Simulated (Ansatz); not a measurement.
Reaction (cleavage of the Sn–Al bond): `[SiH3][AlH][SnH3]` + `C[SeH]` → `C[Se][SnH3]` + `[AlH2][SiH3]`

Calculated with Ansatz (gas phase, PBE0-D4/def2-TZVP geometries, no zero-point term in ΔE). CCSD(T)/CBS is the MP2 limit (def2-TZVPP, def2-QZVPP) plus CCSD(T) − MP2 in def2-TZVPP, frozen cores. This one scheme is used for every species. DFT in def2-TZVPP. def2 core potentials past Kr. For Se, Sn outer-core shells are correlated without core-valence functions, which leaves a few kJ/mol of doubt a bond. Scalar relativity is left out up to krypton.

```csv
level,ΔE (eV)
PBE0-D4,-0.19
CAM-B3LYP-D4,-0.25
MP2/def2-SVP,-0.31
SCS-MP2/def2-TZVPP,-0.28
```

Task: What does CCSD(T)/CBS give? (Estimate.)

Result: Computed: -0.27 eV. The listed levels differ from it by 0.08, 0.02, -0.04, -0.01 eV.

Largest T1 diagnostic among the species: 0.014.

The D4 term adds −0.04 eV with B3LYP and −0.02 eV with PBE0; it sums over pairs of atoms, weighted by their polarisabilities, and B3LYP, whose exchange is more repulsive, gets the larger term. In def2-TZVPP, CCSD(T) changes the Hartree–Fock value by +0.13 eV (the triples alone add −0.00 eV) and MP2 by +0.06 eV.

B3LYP here is the variant with VWN-RPA as its local correlation; programs differ in this.
